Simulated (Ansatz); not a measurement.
Reaction (ligand exchange at the Si–N bond): `N[SiH](N)Cl` + H–F → `N[SiH](F)Cl` + NH₃

Gas-phase electronic energies from Ansatz, PBE0-D4/def2-TZVP geometries. CCSD(T)/CBS adds triple-zeta CCSD(T) − MP2 to the extrapolated MP2 energy (def2 sets, frozen cores). This one scheme is used for every species. DFT in def2-TZVPP. HSE06 is defined as in plane-wave codes. Each species was taken in one conformer, which may not be the lowest.

```
             level  ΔE (eV)
          BHLYP-D4    -0.88
      CAM-B3LYP-D4    -0.89
           ωB97X-V    -0.87
            revPBE    -0.87
           r2SCANh    -0.88
             HSE06    -0.83
RPA@PBE/def2-TZVPP    -0.86
      HF/CBS(def2)    -0.99
```

Q: What does CCSD(T)/CBS give? (Estimate.)

A: Computed: -0.82 eV. The listed levels differ from it by -0.06, -0.07, -0.05, -0.05, -0.06, -0.01, -0.04, -0.17 eV.

Q: What do rigid-rotor, harmonic-oscillator terms from PBE0-D4/def2-TZVP frequencies (298.15 K, 1 bar) make of the CCSD(T)/CBS value? (Estimate.)

A: Ansatz gave: ΔZPE = +0.03 eV, ΔH = -0.79 eV, ΔS = 11 J/(mol·K), ΔG = -0.83 eV.

Largest T1 diagnostic among the species: 0.010.

At CCSD(T), def2-SVP lies −0.03 eV from the extrapolated value and def2-TZVPP −0.02 eV. Leaving LDA and LC-ωPBE aside and taking each functional with its dispersion term where it has one, the values, not all of them listed here, spread over 0.16 eV, from B97M-V to revPBE-D4. LDA lies +0.07 eV from PBE without D4.
